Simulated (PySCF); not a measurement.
A structure optimised at B3LYP-D3(BJ)/def2-TZVP, used in a PySCF frequency run:

```
Si
H 1 1.4755
H 1 1.4755 2 110.59
H 1 1.4755 2 110.59 3 -122.86
Br 1 2.2354 2 108.33 3 118.57
```
Charge 0, spin multiplicity 1.

### Question
Write its SMILES, formula and point group.

### Answer
[SiH3]Br, BrH3Si, C3v

### Question
What are its rotational constants (standard atomic weights)?

### Answer
85.181, 4.2114, 4.2114 GHz
